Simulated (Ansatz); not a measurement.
Consider the redistribution: `NBO[SiH3]` + `C[O][Ga]([Cl])[Cl]` → `[SiH3]OBCl` + `C[O][Ga]([NH2])[Cl]`.

Gas-phase electronic energies from Ansatz, PBE0-D4/def2-TZVP geometries. CCSD(T)/CBS is the MP2 limit (def2-TZVPP, def2-QZVPP) plus CCSD(T) − MP2 in def2-TZVPP, frozen cores. This one scheme is used for every species. DFT in def2-TZVPP. B3LYP here is the variant with VWN-RPA as its local correlation; programs differ in this. For Ga outer-core shells are correlated without core-valence functions, which leaves a few kJ/mol of doubt a bond. Scalar relativity is left out up to krypton. One conformer a species, not always the lowest.

CCSD(T)/CBS gives +0.92 eV.

**Question.** Another level gave +1.05 eV. Which?
A. MP2/def2-TZVPP
B. B3LYP/def2-TZVPP
C. HF/def2-TZVPP
D. ωB97X-V/def2-TZVPP

**Answer.** B. B3LYP 1.05, MP2/def2-TZVPP 0.93, ωB97X-V 0.98, HF/def2-TZVPP 1.13 eV.

Largest T1 diagnostic among the species: 0.013.

The D4 term adds −0.03 eV with B3LYP and −0.02 eV with PBE0; it sums over pairs of atoms, weighted by their polarisabilities, and B3LYP, whose exchange is more repulsive, gets the larger term. From PBE to PBE0 (25 % exact exchange), in def2-TZVPP and without D4, ΔE moves by +0.03 eV. In def2-TZVPP, CCSD(T) changes the Hartree–Fock value by −0.18 eV (the triples alone add −0.02 eV) and MP2 by −0.20 eV.
